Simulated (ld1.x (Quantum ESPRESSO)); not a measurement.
# Ti: what ld1.x (Quantum ESPRESSO) 7.5 does with a changed input

Command:

```bash
ld1.x < Ti.in > Ti.out
```

Input:

```
&input
   title='Ti', zed=22., rel=1, dft='PBE', iswitch=3,
   config='[Ar] 3d2 4s0 4p0 4f-2',
   nld=4, rlderiv=1.50, eminld=-8.0, emaxld=5.0, deld=0.04
 /
 &inputp
   pseudotype=1, tm=.true., lloc=2,
   nlcc=.true., rcore=0.75,
   file_pseudopw='Ti.pp', file_wfcaegen='ae.wfc', file_wfcncgen='nc.wfc'
 /
4
3S  1  0   2.00   0.00  1.25  1.25  0.0
3P  3  1   6.00   0.00  1.35  1.35  0.0
4F  4  3  -2.00   0.05  1.00  1.00  0.0
3D  3  2   2.00   0.00  1.15  1.15  0.0
 &test
   configts(1)='3s2 3p6 3d2 4s0 4p0'
 /
```

This is an input that runs to its end, with one change: pseudo principal number of 3P raised by one.

Problem. How does the run end?

Solution. The program runs through. The occupied levels of the test differ from the all-electron ones by at most 0.00002 Ry (unchanged input: 0.00002 Ry).

```
     n l     nl             e AE (Ry)        e PS (Ry)    De AE-PS (Ry)
     1 0     3S   1( 2.00)       -5.77330       -5.77332        0.00002
     2 1     3P   1( 6.00)       -4.02515       -4.02517        0.00002
     3 2     3D   1( 2.00)       -1.44648       -1.44646       -0.00002
     2 0     4S   1( 0.00)       -1.24186       -1.26153        0.01967  !
     3 1     4P   1( 0.00)       -0.91224       -0.91483        0.00259

     eps = 3.5E-15  iter = 12

     Etot =   -1705.593615 Ry,    -852.796807 Ha,  -23205.783316 eV
     Etotps =  -115.516215 Ry,     -57.758107 Ha,   -1571.678165 eV

     Ekin =      48.730486 Ry,      24.365243 Ha,     663.012034 eV
     Encl =    -256.296114 Ry,    -128.148057 Ha,   -3487.086282 eV
     Ehrt =      79.999336 Ry,      39.999668 Ha,    1088.446418 eV
     Ecxc =     -14.721522 Ry,      -7.360761 Ha,    -200.296516 eV
     (Ecc =      -0.668450 Ry,      -0.334225 Ha,      -9.094724 eV)
     Epseu=      26.771601 Ry,      13.385800 Ha,     364.246181 eV

     ---------------------- End of pseudopotential test ----------------------
```
